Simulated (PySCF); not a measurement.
Ligands exchanged one at a time, Ge F-SH. Isolated molecules, 0 K electronic values unless said otherwise. One relaxed conformer stands for each flexible species; it need not be the lowest. Strings in code marks are SMILES.

Calculation: PySCF 2.14.0 with PBE-D3(BJ)/def2-TZVP. Excitations are Tamm–Dancoff values on a coarser integration grid. The basis has no diffuse functions, so Rydberg states are missing or too high.

```json
[
 {"species": "0 of 4 F replaced by SH (`[Ge]([F])([F])([F])[F]`)", "S1–T1 gap (TDA) (eV)": "–", "LUMO (eV)": "-3.30"},
 {"species": "1 of 4 F replaced by SH", "S1–T1 gap (TDA) (eV)": "0.49", "LUMO (eV)": "(withheld)"},
 {"species": "2 of 4 F replaced by SH", "S1–T1 gap (TDA) (eV)": "0.37", "LUMO (eV)": "(withheld)"},
 {"species": "3 of 4 F replaced by SH (`[F][Ge]([SH])([SH])[SH]`)", "S1–T1 gap (TDA) (eV)": "0.39", "LUMO (eV)": "-2.46"},
 {"species": "4 of 4 F replaced by SH (`[SH][Ge]([SH])([SH])[SH]`)", "S1–T1 gap (TDA) (eV)": "0.34", "LUMO (eV)": "-2.46"}
]
```

Problem. Some entries are withheld; supply them.

Solution. 
- 1 of 4 F replaced by SH, LUMO (eV): -2.82
- 2 of 4 F replaced by SH, LUMO (eV): -2.56
